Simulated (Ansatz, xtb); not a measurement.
# Relative energy of two isomers of C5H6F2O2

Structure a is `O=C1COC[C@@H]1C(F)F`, a singlet and structure b is `OC1=C(C(F)F)COC1`, a singlet. Both are isolated molecules in the gas phase, relaxed with B3LYP/def2-SVP; each stands in its lowest conformer found.

Which of the two would you expect CCSD(T)/def2-SVP + ΔMP2/def2-TZVPP electronic energies to favour?

Structure a; the calculation gives E(b) − E(a) = +10.2 kcal/mol.

The same difference at several levels:

| level | geometry | E(b) − E(a) (kcal/mol) | departure from the last row (kcal/mol) | job, with rough time for the two |
| --- | --- | --- | --- | --- |
| GFN2-xTB | GFN2-xTB | +5.4 | −4.8 | optimisation, 0.84 s |
| HF/STO-3G | GFN2-xTB | +16.7 | +6.5 | single point, 3.7 s |
| r2SCAN-D4/def2-SVP | GFN2-xTB | +10.7 | +0.5 | single point, 18 s |
| B3LYP/def2-SVP | B3LYP/def2-SVP | +9.7 | −0.5 | optimisation, 5.5 min |
| HF/def2-SVP | B3LYP/def2-SVP | +12.1 | +1.9 | part of the CCSD(T) run |
| MP2/def2-SVP | B3LYP/def2-SVP | +12.3 | +2.1 | part of the CCSD(T) run |
| CCSD(T)/def2-SVP | B3LYP/def2-SVP | +12.6 | +2.4 | single point |
| CCSD(T)/def2-SVP + ΔMP2/def2-TZVPP | B3LYP/def2-SVP | +10.2 |  | single point, 8.9 min |

As drawn, b has 1 C–O, 1 C=C, 1 O–H in place of 1 C=O, 1 C–C, 1 C–H.

None of the levels shown reverses the order. The largest departure from CCSD(T)/def2-SVP + ΔMP2/def2-TZVPP is that of HF/STO-3G, 6.5 kcal/mol. The last row adds to CCSD(T) the change of the MP2 difference between the two basis sets, here −2.4 kcal/mol.

With thermal terms from frequencies at re-optimised GFN2-xTB minima (ideal gas, soft modes damped towards free rotors, one conformer each, 298.15 K, 1 atm): on the last row, ΔE + ΔZPE = +9.9, ΔH = +10.1, ΔG = +9.6 kcal/mol.

The correlated steps freeze 9 core orbitals. Mirror images aren't counted in ΔG. Programs: Ansatz 0.2.0, xtb 6.7.1; the last row on 2 threads of Intel(R) Xeon(R) Processor @ 2.50GHz (Skylake/Cascade Lake) on a shared host.
